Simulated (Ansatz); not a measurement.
Group exchange: C3H6 + C3H10OSi → C2H6Si + C4H10O

Species: C3H6 (propene) `C=CC`, singlet; C3H10OSi `CC(C)O[SiH3]`, singlet; C2H6Si (vinylsilane) `C=C[SiH3]`, singlet; C4H10O (2-methoxypropane) `COC(C)C`, singlet. The partners trade CH3 for SiH3: C–CH3 and O–SiH3 bonds give way to C–SiH3 and O–CH3.

Shapes, held fixed at every level: PBE0-D4/def2-TZVP. Flexible molecules stand in one conformer, not always the lowest. Programs: Ansatz 0.2.0. The zero-point and thermal change to 298 K, harmonic and unscaled (PBE0-D4/def2-TZVP), is -0.8 kJ/mol.

| level | kind | ΔH(298 K) (kJ/mol) | less CCSD(T)/CBS estimate | CPU time (sum over the molecules) |
| --- | --- | --- | --- | --- |
| SPW92/def2-TZVPP | LDA | +132.1 | -9.8 | 18 s |
| B3LYP-D4/def2-TZVPP | global hybrid | +140.2 | -1.7 | 62 s |
| BHLYP-D4/def2-TZVPP | global hybrid | +145.9 | +4.0 | 40 s |
| r2SCAN0-D4/def2-TZVPP | global hybrid | +142.5 | +0.6 | 59 s |
| B2PLYP/def2-TZVPP | double hybrid | +142.2 | +0.3 | 66 s |
| CCSD(T)/def2-TZVPP | coupled cluster or CI | +139.3 | -2.6 | 1.7 h |
| CCSD(T)/CBS estimate | coupled cluster or CI | +141.9 | 0.0 | 1.8 h |

The highest level, CCSD(T)/CBS estimate, gives ΔH(298 K) = +141.9 kJ/mol; the levels span +132.1 to +145.9. The column of differences is taken from that level and isn't an error. No measured value is set beside it here. The CBS estimate extrapolates MP2 from def2-TZVPP and def2-QZVPP and adds CCSD(T) − MP2 in the triple-zeta set, cores frozen. Times are processor times on shared x86 and Arm servers, and rough.
